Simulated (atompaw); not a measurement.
## lanthanum (La): one change to a PAW (atompaw) potential, before and after

| Property | Result |
| --- | --- |
| Element | lanthanum |
| Generator | atompaw 4.2.0.5 |
| Type | PAW |
| Functional | PBE |
| Relativity | scalar-relativistic |
| Frozen core | [Kr] 4d10 |
| Valence charge | 11 |
| Reference configuration | 4f0 5s2 5p6 5d1 6s0 6p0 (charge +2) |
| Partial waves | 5s (bound): rc 2.30 bohr; 6s (bound, empty): rc 3.00 bohr; 5p (bound): rc 2.70 bohr; 6p (bound, empty): rc 3.00 bohr; 5d (bound): rc 3.00 bohr; 5d channel at 0.6 Ry: rc 3.00 bohr; 4f (bound, empty): rc 1.30 bohr; 4f channel at -0.75 Ry: rc 1.30 bohr |
| Local potential | troulliermartins scheme with l = 4 at 0.5 Ry, radius 2.35 bohr |
| Core correction | smooth core density matched at 1.65 bohr |
| Augmentation charge | sinc compensation charge, radius 2.85 bohr; PAW radius 3.00 bohr; waves and projectors: custom polynom gramschmidtortho |

Change: reference 4f0 5s2 5p6 5d1 6s1.75 6p0.25.

Cutoffs: the cutoffs (Ry, on a coarse ladder) from which the occupation-weighted sum of valence levels, in a spherical-Bessel basis at the reference potential, stays within 10 and 1 mRy of its value at 400 Ry; they do not see the model core or the augmentation charge, which bear on the density cutoff.

What does the change do?

The potential gets neither clearly harder nor softer (10 Ry and 18 Ry → 10 Ry and 18 Ry); the range in which the d phases agree narrows (upper end at the end of the scan → 2.9); neither file shows a bound ghost.

| quantity | base | changed |
| --- | --- | --- |
| cutoff, loose | 10 Ry | 10 Ry |
| cutoff, tight | 18 Ry | 18 Ry |
| bound ghosts | none | none |
| s: phases at 3.00 bohr within 0.05 rad from the reference energy up to (Ry; the scan ends near 5) | 0.6 | 1.3 |
| p: phases at 3.00 bohr within 0.05 rad from the reference energy up to (Ry; the scan ends near 5) | 0.2 | 1.0 |
| d: phases at 3.00 bohr within 0.05 rad from the reference energy up to (Ry; the scan ends near 5) | to the end of the scan | 2.9 |
| f: phases at 3.00 bohr within 0.05 rad from the reference energy up to (Ry; the scan ends near 5) | 4.3 | to the end of the scan |
| lowest overlap eigenvalue by channel | s 0.60, p 0.78, d 0.91, f 0.99 | s 0.60, p 0.78, d 0.93, f 0.99 |

Base: The cutoffs count occupied waves only; the empty 4f level needs 70 Ry at the loose tolerance. Changed file: The cutoffs count occupied waves only; the empty 4f level needs 70 Ry at the loose tolerance. The cutoffs see the waves, projectors and local potential, not the compensation charge or the core.
